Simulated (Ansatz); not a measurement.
`C=C[SiH](C)O[SiH3]` + CH₄ → `C[SiH](C)O[SiH3]` + `C=C`  (formal exchange of groups at the Si–C bond)

Isolated molecules relaxed with PBE0-D4/def2-TZVP in Ansatz; ΔE leaves out vibrations. CCSD(T)/CBS is the MP2 limit (def2-TZVPP, def2-QZVPP) plus CCSD(T) − MP2 in def2-TZVPP, frozen cores. This one scheme is used for every species. Functionals use def2-TZVPP. Each species was taken in one conformer, which may not be the lowest.

```csv
level,ΔE (eV)
PBE,0.06
r2SCAN,0.08
PBE0,0.06
MP2/def2-TZVPP,0.10
SCS-MP2/def2-TZVPP,0.09
MP2/def2-QZVPP,0.10
SCS-MP2/def2-QZVPP,0.09
CCSD/CBS(def2),0.07
```

(1) What does CCSD(T)/CBS give? (An estimate is asked.)

Largest T1 diagnostic among the species: 0.011.

Results:

(1) Computed: +0.08 eV. The listed levels differ from it by -0.02, 0.00, -0.02, 0.02, 0.01, 0.02, 0.01, -0.01 eV.

The D4 term adds +0.06 eV with B3LYP and +0.03 eV with PBE0; it sums over pairs of atoms, weighted by their polarisabilities, and B3LYP, whose exchange is more repulsive, gets the larger term. In def2-TZVPP, CCSD(T) changes the Hartree–Fock value by +0.05 eV (the triples alone add +0.02 eV) and MP2 by +0.06 eV.

B3LYP here is the variant with VWN-RPA as its local correlation; programs differ in this.
